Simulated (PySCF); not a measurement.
C5H13BSSi.
Numbering: `[SiH3:1][S:2][C@@H:3]1[BH:4][CH2:5][CH2:6][CH2:7][CH2:8]1` (hydrogens: H9, H10, H11 on Si1; H12 on C3; H13 on B4; H14, H15 on C5; H16, H17 on C6; H18, H19 on C7; H20, H21 on C8)

Method: PBE0-D3(BJ)/def2-SVP geometry optimisation, gas phase in PySCF; density fitting, grid level 1; the optimiser is geomeTRIC in internal coordinates, started from a GFN2-xTB structure.

At the end of the run (lengths in Å): Si1–H11 1.500, B4–H13 1.211, Si1–H10 1.491, Si1–H9 1.496, C5–H15 1.114, C3–H12 1.112, S2–C3 1.841, Si1–S2–C3 98.5°, S2–C3–C8 113.5°, S2–C3–B4 114.2°, C6–C7–C8 112.1°, Si1–S2–C3–B4 59°, S2–C3–B4–C5 -156°, C3–B4–C5–C6 21°, H9–Si1–S2–C3 80°, H12–C3–C8–C7 -71°.

Problem. These geometries were met on the way; a selection of coordinates is given. Order them by energy above the end point, lowest first.
A. Si1–H11 1.497, B4–H13 1.209, Si1–H10 1.491, Si1–H9 1.496, C5–H15 1.113, C3–H12 1.112, S2–C3 1.842, Si1–S2–C3 100.9°, S2–C3–C8 113.6°, S2–C3–B4 114.7°, C6–C7–C8 112.4°, Si1–S2–C3–B4 58°, S2–C3–B4–C5 -154°, C3–B4–C5–C6 18°, H9–Si1–S2–C3 66°, H12–C3–C8–C7 -73°
B. Si1–H11 1.497, B4–H13 1.214, Si1–H10 1.490, Si1–H9 1.498, C5–H15 1.116, C3–H12 1.113, S2–C3 1.845, Si1–S2–C3 100.7°, S2–C3–C8 112.6°, S2–C3–B4 114.2°, C6–C7–C8 111.6°, Si1–S2–C3–B4 52°, S2–C3–B4–C5 -146°, C3–B4–C5–C6 14°, H9–Si1–S2–C3 51°, H12–C3–C8–C7 -79°
C. Si1–H11 1.459, B4–H13 1.171, Si1–H10 1.452, Si1–H9 1.461, C5–H15 1.097, C3–H12 1.097, S2–C3 1.856, Si1–S2–C3 102.8°, S2–C3–C8 109.8°, S2–C3–B4 112.0°, C6–C7–C8 110.6°, Si1–S2–C3–B4 50°, S2–C3–B4–C5 -143°, C3–B4–C5–C6 17°, H9–Si1–S2–C3 50°, H12–C3–C8–C7 -84°

Solution. A (0.009 eV), B (0.025 eV), C (0.166 eV).

```csv
step,E above end (eV),"rms distance from the end, all atoms (Å)",largest force (eV/Å),rms shift of all bonds from the end (Å)
5,0.009,0.154,0.121,0.002
1,0.025,0.324,0.143,0.002
0,0.166,0.353,1.095,0.019
```

Rows stand in the order of the answer.
